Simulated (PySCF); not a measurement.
# Sb (antimony, neutral) across methods

[Kr] 4d10 5s1 5p3 6s1, high-spin 6S determinant (an excited configuration). Calculation: PySCF 2.14, in aug-cc-pVTZ-PP with one added diffuse shell each of d, f type with ECP28MDF (6s5p5d3f, 67 functions); a scalar-relativistic core potential. The B2PLYP total includes its PT2 part (frozen core); its orbital energies are those of the SCF part.

| method | E (hartree) | mean ε 5s α (eV) | mean ε 5p α (eV) | mean ε 6s α (eV) | Σ⟨r²⟩ (bohr²) | ⟨S²⟩ |
| --- | --- | --- | --- | --- | --- | --- |
| BHandHLYP | -239.7169 | -21.465 | -10.993 | -2.364 | 86.99 | 8.751 |
| UHF | -238.92073 | -25.079 | -13.198 | -3.026 | 88.31 | 8.754 |
| BLYP | -239.7060 | -17.469 | -8.610 | -1.656 | 86.30 | 8.751 |
| PBE0 | -239.7910 | -19.813 | -10.160 | -2.223 | 86.58 | 8.752 |
| B2PLYP | -239.5066 | -21.615 | -11.089 | -2.402 | 87.21 | 8.752 |
| wB97M-V | -239.7497 | -22.598 | -12.307 | -3.237 | 86.36 | 8.752 |
| r2SCAN | -239.8804 | -18.737 | -9.485 | -1.860 | 86.95 | 8.753 |
| LDA | -239.3834 | -17.951 | -9.026 | -1.998 | 85.40 | 8.751 |

**Question.** Estimate the same row for PBE.

**Answer.** E (hartree) = -239.7643; mean ε 5s α (eV) = -17.793; mean ε 5p α (eV) = -8.953; mean ε 6s α (eV) = -1.854; Σ⟨r²⟩ (bohr²) = 86.17; ⟨S²⟩ = 8.751.

Energies and moments cover only the electrons outside the core potential. The outer electron is Rydberg-like, and this basis confines it to a smaller radius and binds it less than a complete one would.
